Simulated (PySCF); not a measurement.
Mo(NMe)(S)(F)2 (CH₃F₂MoNS), SMILES [N](=[Mo](=[S])([F])[F])C, multiplicity 1. Atoms are numbered in the order given.

```xyz
9

Mo    -0.2451    -0.2522     0.0000
N     -0.3574     1.4566     0.0000
C      0.1330     2.7921     0.0000
H     -0.2221     3.3304    -0.8951
H      1.2397     2.7851     0.0000
H     -0.2221     3.3304     0.8951
S      1.8408    -0.6418     0.0000
F     -1.0139    -0.8629     1.5798
F     -1.0139    -0.8629    -1.5798
```
Charge 0, spin multiplicity 1.

The structure is a stationary point at B3LYP-D3(BJ)/def2-SVP. The multiplicity is an assumed one; no other spin state was optimised. The structure was generated by enumeration; whether it is a known compound was not checked. The def2 effective core potentials stand for the cores of Mo; spin–orbit coupling is left out.

The numbers are results of PBE/def2-TZVP run with PySCF, not measurements.

Symmetry labels are those of the subgroup Cs that the program uses (full group Cs).

Computed valence orbital energies around the gap with their symmetry:
```tsv
orbital	symmetry	energy (eV)
HOMO−7	A'	-10.68
HOMO−6	A'	-10.28
HOMO−5	A"	-10.06
HOMO−4	A'	-8.59
HOMO−3	A'	-7.91
HOMO−2	A"	-7.56
HOMO−1	A"	-7.16
HOMO	A'	-6.49
LUMO	A'	-3.51
LUMO+1	A"	-3.37
LUMO+2	A'	-2.43
LUMO+3	A"	-2.03
```
